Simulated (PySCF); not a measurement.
Species: (BeO)4 ring, Be4O4.
Structure used (PBE0-D3(BJ)/def2-SVP), in Å, numbered top down from 1:
```xyz
8
Be4O4 angstrom
Be     0.9841   -0.9602    1.0162
O     -0.3260   -1.5188    1.2675
Be    -1.3783   -0.8723    0.5151
O     -1.9545    0.0722   -0.4160
Be    -0.9841    0.9602   -1.0162
O      0.3260    1.5188   -1.2675
Be     1.3783    0.8722   -0.5151
O      1.9545   -0.0722    0.4160
```

Theory: TDDFT PBE0/def2-SVPD, vertical, gas phase, core orbitals frozen in the response (PySCF 2.14.0, density-fitted response routines).

Transition dipole moments from the ground state, in atomic units and in the frame of the coordinates above (overall signs are arbitrary), for the states with f of 0.002 or more among the lowest 10:

| state | E (hartree) | μx | μy | μz |
| --- | --- | --- | --- | --- |
| S5 | 0.2706 | 0.496 | -0.099 | 0.175 |
| S6 | 0.2708 | 0.188 | 0.391 | -0.309 |
| S10 | 0.2898 | 0.153 | -0.740 | -0.847 |

Task: Work out the oscillator strengths.

Result: f = (2/3) ΔE |μ|² with ΔE in hartree (27.2114 eV).

```json
{"state": "S5", "|μ|² (au)": "0.286", "|μ| (D)": "1.36", "f": "0.052"}
{"state": "S6", "|μ|² (au)": "0.284", "|μ| (D)": "1.35", "f": "0.051"}
{"state": "S10", "|μ|² (au)": "1.287", "|μ| (D)": "2.88", "f": "0.249"}
```

Task: What is the point group, and which symmetry does each of these states have?

Result: D4h. The ground state is totally symmetric, so the direction of μ fixes the label. Polarised along the main axis, so A2u: S10. Polarised across the main axis, so Eu: S5 and S6.

Task: All atoms lie in one plane. Which transitions are polarised in it and which across it?

Result: In the plane: S5 and S6. Perpendicular: S10. 

Task: How is the summed strength of these states shared among x, y and z?

Result: (2/3) Σ ΔE μα² gives 0.055 for x, 0.135 for y and 0.161 for z, 0.352 in all.

Task: What peak molar absorption coefficient would the strongest computed level give as a lone Gaussian band 0.3 eV wide at half height?

Result: ε(max) = 2.175×10⁸ f / FWHM, with the width in cm⁻¹. S10: 2.175×10⁸ × 0.2488 / 2420 ≈ 22000 L mol⁻¹ cm⁻¹.

S5/S6 coincide within about 0.01 eV; within a degenerate level the directions of the single components are arbitrary.

One conformer stands for the species.
